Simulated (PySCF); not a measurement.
**`CC1=CC[P+](C)(C)C1`: 4 charge schemes on one density**

Compound: C7H14P (charge +1).
Z-matrix (Å and degrees, GFN2-xTB geometry), rows numbered from 1:
```
C 
C   1  1.4874
C   2  1.3255  1  126.16
C   3  1.5074  2  118.99  1  -179.98
P   4  1.8241  3  103.12  2    -0.03
C   5  1.8077  4  112.09  3   117.51
C   5  1.8077  4  112.09  3  -117.44
C   2  1.5182  1  117.19  3  -179.98
H   1  1.0891  2  110.42  3  -120.70
H   1  1.0853  2  110.96  3    -0.07
H   1  1.0891  2  110.41  3   120.57
H   3  1.0767  2  123.06  1     0.02
H   4  1.0936  3  111.68  2   119.64
H   4  1.0936  3  111.68  2  -119.72
H   6  1.0902  5  109.27  4   -54.25
H   6  1.0900  5  109.80  4  -174.29
H   6  1.0900  5  109.73  4    65.69
H   7  1.0902  5  109.26  4    54.08
H   7  1.0900  5  109.80  4   174.12
H   7  1.0900  5  109.73  4   -65.84
H   8  1.0932  2  111.26  1   -60.02
H   8  1.0932  2  111.25  1    60.05
```

Density: PBE0/pcSseg-1 (PySCF); schemes: Mulliken, IAO, Hirshfeld and ESP-fitted. Isolated species at its GFN2-xTB geometry, gas phase. GFN2-xTB frequencies show an imaginary mode (21i cm⁻¹), so this geometry is no minimum at that level.

Question: Tabulate the Mulliken, IAO, Hirshfeld and ESP-fitted charges.

Answer: In e:

| atom | environment | Mulliken | IAO | Hirshfeld | ESP-fitted |
| --- | --- | --- | --- | --- | --- |
| C1 | allylic carbon | -0.113 | -0.430 | -0.103 | -0.659 |
| C2 | fully substituted alkene carbon | -0.424 | +0.027 | +0.020 | +0.188 |
| C3 | alkene CH carbon | -0.014 | -0.174 | -0.045 | -0.250 |
| C4 | sp3 carbon bound to phosphorus | -0.356 | -0.475 | -0.087 | -0.237 |
| P5 | phosphonium phosphorus | +0.522 | +1.204 | +0.498 | +0.685 |
| C6 | sp3 carbon bound to phosphorus | -0.412 | -0.639 | -0.121 | -0.641 |
| C7 | sp3 carbon bound to phosphorus | -0.411 | -0.639 | -0.121 | -0.627 |
| C8 | sp3 carbon bound to phosphorus | -0.326 | -0.480 | -0.089 | -0.291 |
| H9 | methyl hydrogen | +0.147 | +0.167 | +0.062 | +0.217 |
| H10 | methyl hydrogen | +0.142 | +0.172 | +0.066 | +0.209 |
| H11 | methyl hydrogen | +0.147 | +0.167 | +0.062 | +0.217 |
| H12 | vinylic hydrogen | +0.122 | +0.180 | +0.072 | +0.198 |
| H13 | methylene hydrogen | +0.201 | +0.187 | +0.073 | +0.151 |
| H14 | methylene hydrogen | +0.201 | +0.187 | +0.073 | +0.150 |
| H15 | methyl hydrogen | +0.195 | +0.197 | +0.083 | +0.230 |
| H16 | methyl hydrogen | +0.196 | +0.195 | +0.083 | +0.232 |
| H17 | methyl hydrogen | +0.197 | +0.196 | +0.083 | +0.231 |
| H18 | methyl hydrogen | +0.195 | +0.197 | +0.083 | +0.227 |
| H19 | methyl hydrogen | +0.196 | +0.195 | +0.083 | +0.228 |
| H20 | methyl hydrogen | +0.197 | +0.196 | +0.083 | +0.227 |
| H21 | methylene hydrogen | +0.199 | +0.185 | +0.072 | +0.155 |
| H22 | methylene hydrogen | +0.199 | +0.185 | +0.072 | +0.158 |

Mean size of the charges over all atoms: IAO 0.303 e, ESP-fitted 0.291 e, Mulliken 0.232 e, Hirshfeld 0.097 e. Each set sums to the total charge, 1, to within 0.001 e. The IAO scheme projects the occupied orbitals on a minimal set of polarised atomic orbitals and counts the electrons in each atom's part of it. The Mulliken scheme gives each basis function's population to the atom it is centred on and halves the overlap population of two atoms between them.

Lowest charge. The schemes don't all agree: Mulliken C2 (-0.424); IAO C6 and C7 (-0.639); Hirshfeld C6 and C7 (-0.121); ESP-fitted C1 (-0.659).

Highest charge. All schemes agree: Mulliken P5 (+0.522); IAO P5 (+1.204); Hirshfeld P5 (+0.498); ESP-fitted P5 (+0.685).

Question: Sum the charges by element, for elements with more than one atom.

Answer: 
```tsv
element	atoms	Mulliken	IAO	Hirshfeld	ESP-fitted
C	7	-2.056	-2.809	-0.547	-2.516
H	14	+2.534	+2.604	+1.049	+2.831
```

Question: How many electrons does the Mulliken scheme count on C1?

Answer: Z − q = 6 − (-0.113) = 6.113.

The run behind these numbers computed NMR shieldings as well. Hardware: Intel Xeon Platinum 8259CL at 2.50 GHz, one thread (shared host). Cost: 90 s (grids of density and orbitals included), 0.96 GiB resident at most.
